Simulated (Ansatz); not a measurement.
Basis sets compared for cis-V(PH3)2F4 (VP2H6F4). Charge 0, multiplicity 2. Geometry r2SCAN-D4/def2-SVP. Ansatz on 4 threads of Arm Neoverse V1 on a shared host; times are rough, and most runs start from earlier orbitals.

```xyz
13

F    -0.869   -1.431   -2.108
F    -2.247    0.678   -1.320
F     0.420    0.861   -1.551
F    -1.368   -1.089    0.506
P    -0.715    1.745    1.097
P     1.519   -1.550   -0.211
V    -0.797   -0.192   -0.878
H     0.211    1.788    2.177
H    -1.893    1.861    1.880
H    -0.604    3.110    0.721
H     1.431   -2.912    0.182
H     2.461   -1.148    0.777
H     2.449   -1.721   -1.271
```

Binding counts from free atoms (F doublet, P quartet, V quartet, H doublet) in the same basis, without a counterpoise term.

```json
{"level": "PBE-D4/def2-SVP", "functions": "153", "energy (Eh)": "-2028.3255", "HOMO (eV)": "-4.48", "LUMO (eV)": "-3.96", "binding per atom (eV)": "–", "wall time": "6 s"}
{"level": "PBE0-D4/def2-SVP", "functions": "153", "energy (Eh)": "-2028.3681", "HOMO (eV)": "-7.61", "LUMO (eV)": "-3.29", "binding per atom (eV)": "3.29", "wall time": "11 s"}
```

(1) Estimate the rows for PBE-D4/def2-TZVP (with forces), PBE0-D4/def2-TZVP.

Answers

(1) 
```json
{"level": "PBE-D4/def2-TZVP (with forces)", "functions": "279", "energy (Eh)": "-2029.1963", "HOMO (eV)": "-4.80", "LUMO (eV)": "-4.26", "binding per atom (eV)": "–", "wall time": "11 s"}
{"level": "PBE0-D4/def2-TZVP", "functions": "279", "energy (Eh)": "-2029.2355", "HOMO (eV)": "-7.74", "LUMO (eV)": "-3.35", "binding per atom (eV)": "–", "wall time": "87 s"}
```
